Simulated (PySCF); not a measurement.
Relaxation of quintet PtS(OH)₂

All numbers come from PySCF, UPBE0, basis Pt def2-SVP with ECP60, S def2-SVP, O def2-SVP, H def2-SVP (scalar-relativistic core potentials, no spin–orbit coupling, density fitting). A (50,194) grid was used.

A hand-made trigonal planar (heavy-atom frame) start, of Cs symmetry, held to at least that symmetry:

```xyz
6
charge 0 multiplicity 5, angstrom
Pt    0.0620    0.1130    0.0000
S    -0.9680   -1.6710    0.0000
O     1.9220    0.1130    0.0000
O    -0.8680    1.7238    0.0000
H     2.5391   -0.6224    0.0000
H    -0.5397    2.6259    0.0000
```

(1) What does it relax to?

(2) How much energy is released, and in how many steps?

Results:

(1) It ends at Cs with O–H 0.967 Å (×2), Pt–O 1.924 Å, Pt–O 1.931 Å, Pt–S 2.265 Å; H–O–Pt 112.1°, H–O–Pt 117.1°, O–Pt–O 161.4°, O–Pt–S 97.3°, O–Pt–S 101.4° (after a last refinement on a finer grid). A frequency run shows a minimum. Other isomers or separated fragments may lie lower.

(2) 79.9 kJ/mol in 15 steps.

Open d and f shells are described by one determinant, and the ground state may have another occupation or spin. With an element this heavy the missing spin–orbit coupling can shift these numbers.
